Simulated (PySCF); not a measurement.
Correlation energy of Cr (chromium, neutral)

[Ar] 3d4 4s1 5s1, high-spin 7D determinant (an excited configuration). Calculation: PySCF 2.14, in aug-cc-pVDZ-DK (7s6p4d2f, 59 functions); the spin-free X2C one-electron Hamiltonian (Gaussian nucleus). Frozen: [Ar]; 6 electrons correlated.

```csv
level,correlation energy (mhartree)
CCSD,-54.99
(T),-0.64
CCSD(T),-55.63
```

Diagnostics: T1 = 0.014, D1 = 0.0407, largest double amplitude 0.054.

Q: Is a single reference adequate?

A: Yes: T1 lies below 0.03 and no double amplitude reaches 0.07.
